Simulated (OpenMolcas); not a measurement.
**Au+: from CASSCF to CASPT2**

```yaml
Program: OpenMolcas 26.06
Basis: ANO-RCC-VQZP [9s8p6d4f2g1h]
Scalar_Hamiltonian: DKH2, point nucleus
Active_space: 10 electrons in 6 orbitals (5d 6s)
State_averaging: 2S+1 = 1 even, 6 roots; 2S+1 = 3 even, 5 roots kept (CI in the orbitals of an earlier block)
Spin-orbit_coupling: state interaction with AMFI integrals over the reference wave functions, term energies averaged over their components
```

Methods on the same reference wave functions:
A. CASSCF
B. SS-CASPT2, IPEA 0.25 Eh, imaginary shift 0.1 Eh (closed shells correlated: 5s 5p)

Energies in cm⁻¹ above 5d¹⁰ ¹S₀, the measured ground level; measured values from NIST Handbook of Basic Atomic Spectroscopic Data.

```csv
Level,A,B,Measured
5d¹⁰ ¹S₀,0.0,0.0,0.0
5d⁹ 6s ³D₃,9580,13300,15040
5d⁹ 6s ³D₂ [57 %],12614,15580,17641
5d⁹ 6s ³D₁,22110,25830,27766
5d⁹ 6s ¹D₂ [57 %],25234,27780,29621
```

Deviations, from unrounded energies. A percentage is the sum of absolute deviations over the sum of measured energies, with the sign that they share, or ± where signs differ.

```tsv
Against measurement	Levels	A	B
mean absolute deviation (cm-1)	4	5100	1900
other configurations (%)	4	-22.8	-8.4
```

B lies closest to measurement on these levels. The largest miss of B in the table is 5d⁹ 6s ³D₂ [57 %], by -2100 cm-1. The ranking rests on the paired levels alone, and a cruder setting can come out closer through cancelling errors.

The lowest spin-free term lies below A's lowest term by 0.623 hartree in B.

CASPT2 breaks the degeneracy within a term, and the mean is taken; among the terms shown or strongly mixed into the levels shown the widest spread is 52 cm-1 (5d⁹ 6s ¹D, B). Terms from blocks run as CI alone lack orbitals of their own. A single d shell beside an s shell can misplace configurations of different d count against each other. Without dynamic correlation excited terms often stand tens of per cent too high (terms of higher spin than the ground term too low), and those without a measured partner can miss by more than the paired ones (holds for A). Computed and measured levels are paired by configuration, term and J; levels that our copy of the source lacks, or whose pairing is in doubt (as where it misses far off the trend of its configuration), stay unpaired and out of the deviations. Where the source uses jj or jK labels, the order within each J decides. Only configurations of the active space appear.

A share in square brackets marks a mixed level and gives the weight of the term that names it, the lowest over the columns.
